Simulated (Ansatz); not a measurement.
Steps of a relaxation of `C[N](C)[In]([OH])[O][SiH3]` with RKS PBE0-D4/def2-TZVP.

```sh
$ ansatz run in.yaml --threads 2 --pin off --events-out ev --progress --plain --max-ram 22528MiB --backend cuda --devices 0, --max-vram 18GiB
```

```yaml
crystal:
  periodic: [false, false, false]
  atoms:
    - {symbol: C, position_ang: [0.812700, -1.654290, -0.245370]}
    - {symbol: N, position_ang: [1.064630, -0.299510, -0.673440]}
    - {symbol: C, position_ang: [1.603370, -0.235190, -2.007220]}
    - {symbol: In, position_ang: [-0.613410, 1.026510, -0.449740]}
    - {symbol: O, position_ang: [-0.973540, 2.629930, -1.537910]}
    - {symbol: O, position_ang: [-1.600250, 1.106290, 1.285660]}
    - {symbol: Si, position_ang: [-1.567510, 0.376220, 2.717880]}
    - {symbol: H, position_ang: [0.244660, -2.247880, -0.976990]}
    - {symbol: H, position_ang: [1.780170, -2.144050, -0.091080]}
    - {symbol: H, position_ang: [0.279840, -1.636740, 0.706780]}
    - {symbol: H, position_ang: [1.013310, -0.792250, -2.749280]}
    - {symbol: H, position_ang: [2.611170, -0.661420, -1.989920]}
    - {symbol: H, position_ang: [1.672930, 0.808680, -2.314790]}
    - {symbol: H, position_ang: [-1.594530, 3.185460, -1.063870]}
    - {symbol: H, position_ang: [-2.480270, 1.194440, 3.518460]}
    - {symbol: H, position_ang: [-2.045310, -1.010750, 2.592450]}
    - {symbol: H, position_ang: [-0.207960, 0.354570, 3.278390]}
basis:
  gaussian: {orbitals: def2-TZVP}
hamiltonian: {xc: pbe0, dispersion: d4}
relax: {f_tol: 0.005, max_steps: 150}
```

Positions (Å) and forces (eV/Å) along the path, 7 of 16 steps:

```xyz
17
step=1 energy=-20865.5007 eV
C     0.813   -1.654   -0.245    0.127    0.178    0.074
N     1.065   -0.300   -0.673   -1.802    1.157    0.153
C     1.603   -0.235   -2.007    0.109    0.022    0.042
In   -0.613    1.027   -0.450    1.200   -0.754    0.358
O    -0.974    2.630   -1.538    0.063   -0.105   -0.112
O    -1.600    1.106    1.286    0.249    0.201   -1.114
Si   -1.568    0.376    2.718   -0.178    0.186   -0.190
H     0.245   -2.248   -0.977   -0.025   -0.082    0.067
H     1.780   -2.144   -0.091    0.033   -0.202    0.047
H     0.280   -1.637    0.707    0.012   -0.227    0.040
H     1.013   -0.792   -2.749    0.053   -0.002   -0.102
H     2.611   -0.661   -1.990    0.167   -0.045   -0.154
H     1.673    0.809   -2.315    0.134   -0.018   -0.201
H    -1.595    3.185   -1.064   -0.136    0.150    0.026
H    -2.480    1.194    3.518   -0.210   -0.012    0.626
H    -2.045   -1.011    2.592   -0.115   -0.393    0.155
H    -0.208    0.355    3.278    0.318   -0.055    0.286
17
step=5 energy=-20865.8017 eV
C     0.805   -1.552   -0.164   -0.016    0.027   -0.067
N     0.806   -0.282   -0.854   -0.003   -0.130    0.086
C     1.533   -0.307   -2.099    0.012    0.037   -0.051
In   -0.520    1.142   -0.429    0.001   -0.009   -0.017
O    -0.848    2.765   -1.499   -0.047    0.060    0.051
O    -1.573    1.100    1.251   -0.016   -0.019    0.081
Si   -1.597    0.306    2.668    0.015   -0.011   -0.053
H     0.315   -2.353   -0.746    0.062    0.087    0.069
H     1.837   -1.880    0.038   -0.056    0.027   -0.021
H     0.295   -1.479    0.801    0.004   -0.011   -0.044
H     1.102   -1.009   -2.834    0.028    0.036    0.053
H     2.574   -0.617   -1.924   -0.046    0.018   -0.025
H     1.559    0.685   -2.560   -0.004   -0.081    0.015
H    -1.473    3.348   -1.056    0.061   -0.061   -0.043
H    -2.501    0.999    3.627    0.016    0.002   -0.028
H    -2.083   -1.099    2.504    0.021    0.035    0.000
H    -0.232    0.233    3.277   -0.032   -0.006   -0.007
17
step=6 energy=-20865.8047 eV
C     0.812   -1.531   -0.141    0.007   -0.023   -0.036
N     0.789   -0.282   -0.862   -0.010   -0.060    0.048
C     1.509   -0.323   -2.109    0.032    0.016   -0.072
In   -0.513    1.160   -0.430   -0.001    0.012   -0.014
O    -0.809    2.800   -1.481   -0.006   -0.006    0.012
O    -1.568    1.106    1.248   -0.019   -0.019    0.074
Si   -1.598    0.286    2.650    0.025    0.017   -0.047
H     0.344   -2.356   -0.706    0.038    0.066    0.044
H     1.849   -1.832    0.076   -0.044    0.020   -0.015
H     0.293   -1.448    0.817    0.000   -0.009   -0.026
H     1.093   -1.059   -2.818    0.024    0.043    0.056
H     2.561   -0.599   -1.934   -0.046    0.017   -0.024
H     1.504    0.654   -2.602   -0.001   -0.075    0.028
H    -1.447    3.374   -1.049    0.012   -0.008   -0.003
H    -2.500    0.969    3.618   -0.004   -0.009   -0.020
H    -2.082   -1.116    2.459    0.000    0.024    0.001
H    -0.238    0.198    3.265   -0.009   -0.006   -0.006
17
step=12 energy=-20865.8084 eV
C     0.864   -1.498   -0.095    0.002    0.006   -0.003
N     0.748   -0.293   -0.875   -0.004    0.001    0.001
C     1.439   -0.354   -2.138   -0.001   -0.001    0.001
In   -0.476    1.197   -0.396   -0.002   -0.003   -0.004
O    -0.760    2.815   -1.485    0.000    0.000    0.004
O    -1.481    1.208    1.314    0.005   -0.026    0.027
Si   -1.614    0.263    2.629    0.005    0.020   -0.028
H     0.454   -2.372   -0.622   -0.001   -0.001    0.000
H     1.917   -1.719    0.133    0.000    0.000    0.000
H     0.337   -1.411    0.857    0.000    0.000    0.002
H     1.061   -1.168   -2.776    0.001    0.003    0.001
H     2.515   -0.532   -1.989   -0.001    0.000   -0.002
H     1.335    0.580   -2.695    0.000   -0.003    0.002
H    -1.363    3.422   -1.048    0.001    0.000   -0.002
H    -2.534    0.898    3.610   -0.002   -0.002    0.000
H    -2.150   -1.088    2.285    0.001    0.008    0.002
H    -0.292    0.051    3.292   -0.004   -0.001   -0.002
17
step=14 energy=-20865.8086 eV
C     0.882   -1.488   -0.087    0.001   -0.005    0.001
N     0.748   -0.293   -0.878   -0.001    0.004    0.005
C     1.427   -0.361   -2.148    0.002   -0.005   -0.006
In   -0.466    1.202   -0.392    0.002    0.002   -0.003
O    -0.759    2.815   -1.484    0.004   -0.005   -0.003
O    -1.445    1.222    1.333    0.001   -0.001   -0.002
Si   -1.622    0.259    2.628   -0.005    0.007    0.005
H     0.469   -2.371   -0.599    0.001    0.002    0.000
H     1.939   -1.702    0.129   -0.001    0.001    0.000
H     0.367   -1.394    0.872    0.001    0.000   -0.002
H     1.049   -1.182   -2.774   -0.002   -0.002    0.001
H     2.505   -0.529   -2.008    0.001    0.001    0.000
H     1.310    0.567   -2.711    0.000    0.003    0.000
H    -1.358    3.425   -1.045   -0.005    0.005    0.004
H    -2.544    0.899    3.604   -0.002    0.001    0.002
H    -2.185   -1.072    2.252    0.001   -0.005   -0.001
H    -0.318    0.005    3.309    0.002   -0.003   -0.001
17
step=15 energy=-20865.8086 eV
C     0.894   -1.482   -0.082   -0.001   -0.006    0.001
N     0.751   -0.292   -0.880    0.002    0.002    0.004
C     1.420   -0.366   -2.154    0.001   -0.003   -0.006
In   -0.459    1.205   -0.389    0.002    0.001    0.002
O    -0.758    2.817   -1.481    0.002   -0.002   -0.005
O    -1.426    1.229    1.342   -0.003   -0.002    0.004
Si   -1.629    0.258    2.627    0.008   -0.009   -0.004
H     0.480   -2.369   -0.585    0.003    0.004    0.001
H     1.954   -1.691    0.127   -0.003    0.001   -0.001
H     0.387   -1.383    0.880    0.002    0.001   -0.005
H     1.039   -1.193   -2.772    0.000    0.000    0.002
H     2.500   -0.530   -2.023   -0.002    0.000    0.001
H     1.295    0.558   -2.723    0.000    0.000    0.002
H    -1.355    3.427   -1.040   -0.003    0.002    0.004
H    -2.552    0.901    3.601    0.002    0.000    0.000
H    -2.206   -1.064    2.234   -0.002    0.005    0.001
H    -0.334   -0.023    3.317   -0.008    0.006   -0.002
17
step=16 energy=-20865.8086 eV
C     0.892   -1.484   -0.083   -0.001   -0.003    0.000
N     0.752   -0.292   -0.879    0.002    0.000    0.002
C     1.422   -0.365   -2.152    0.000   -0.001   -0.003
In   -0.460    1.204   -0.390   -0.001    0.001    0.001
O    -0.758    2.817   -1.480    0.001    0.000   -0.002
O    -1.434    1.226    1.338    0.000   -0.002    0.000
Si   -1.628    0.258    2.626    0.002   -0.002    0.001
H     0.477   -2.369   -0.589    0.002    0.002    0.001
H     1.950   -1.694    0.128   -0.002    0.001   -0.001
H     0.382   -1.386    0.878    0.002    0.001   -0.003
H     1.039   -1.191   -2.772    0.001    0.001    0.001
H     2.501   -0.532   -2.020   -0.002    0.000    0.000
H     1.299    0.559   -2.720    0.000   -0.001    0.001
H    -1.355    3.427   -1.039   -0.001    0.000    0.001
H    -2.549    0.900    3.602    0.000    0.000    0.000
H    -2.201   -1.067    2.240    0.001    0.003    0.001
H    -0.329   -0.014    3.313   -0.004    0.001   -0.003
```

It took 44 s on 2 threads of an AMD EPYC 7R13 on a shared host and a share of an NVIDIA H100 80 GB, with 1 GiB of host memory at the peak.
